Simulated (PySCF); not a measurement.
C6H10OSi2.
Structure used (PBE0-D3(BJ)/def2-SVP), in Å, numbered top down from 1:
```xyz
19
C6H10OSi2 angstrom
Si     3.6314   -0.9341    0.1966
O      2.3278   -0.0197    0.6460
Si     1.4428    1.3739    0.4914
C     -0.3420    0.8990    0.1998
C     -0.7200   -0.4493    0.1442
C     -2.0497   -0.8084   -0.0739
C     -3.0210    0.1775   -0.2381
C     -2.6607    1.5244   -0.1835
C     -1.3315    1.8795    0.0346
H      4.4461   -0.2120   -0.8277
H      3.1506   -2.2251   -0.3776
H      4.4775   -1.2153    1.3924
H      1.5809    2.1834    1.7391
H      1.9719    2.1835   -0.6510
H      0.0390   -1.2253    0.2755
H     -2.3292   -1.8642   -0.1153
H     -4.0633   -0.1032   -0.4088
H     -3.4198    2.3000   -0.3111
H     -1.0661    2.9412    0.0747
```

Mulliken charges (e) from the PBE0/pcSseg-1 density (PySCF), one withheld:

| atom | bonded to | charge |
| --- | --- | --- |
| Si1 | O2 H10 H11 H12 | ? |
| O2 | Si1 Si3 | -0.7696 |
| Si3 | O2 C4 H13 H14 | +0.9198 |
| C4 | Si3 C5 C9 | -0.3876 |
| C5 | C4 C6 H15 | -0.0682 |
| C6 | C5 C7 H16 | -0.0716 |
| C7 | C6 C8 H17 | -0.0893 |
| C8 | C7 C9 H18 | -0.0790 |
| C9 | C8 C4 H19 | -0.0838 |
| H10 | Si1 | -0.1165 |
| H11 | Si1 | -0.1187 |
| H12 | Si1 | -0.1148 |
| H13 | Si3 | -0.1106 |
| H14 | Si3 | -0.1160 |
| H15 | C5 | +0.0961 |
| H16 | C6 | +0.0967 |
| H17 | C7 | +0.0999 |
| H18 | C8 | +0.0981 |
| H19 | C9 | +0.0867 |

Question: What is the charge on Si1?

Answer: The charges add up to the total charge, 0. The others sum to -0.7284, which leaves +0.7284 e for Si1 (oxygen-bound silicon).

Question: Add each hydrogen's charge to the atom that carries it.

Answer: Si1 +0.3784, Si3 +0.6932, C5 +0.0279, C6 +0.0251, C7 +0.0106, C8 +0.0191, C9 +0.0029. Atoms without hydrogen keep their charges.

Question: Across which bond do the charges differ most?

Answer: Si3–O2: +0.9198 on Si3 against -0.7696 on O2, a difference of 1.6894 e. The lower charge is on the more electronegative element of the two (Pauling values: O 3.44, Si 1.90).

Question: Take the bonds between elements whose Pauling electronegativities differ by more than 0.25. In how many does the more electronegative atom carry the lower charge?

Answer: In 13 of 13.

Question: How much positive and how much negative charge does this set hold in all?

Answer: +2.1257 e on 7 atoms and -2.1257 e on 12.

The Mulliken scheme counts on each atom the diagonal of the density matrix times the overlap matrix over that atom's basis functions. Isolated species at its PBE0-D3(BJ)/def2-SVP geometry (one conformer only).
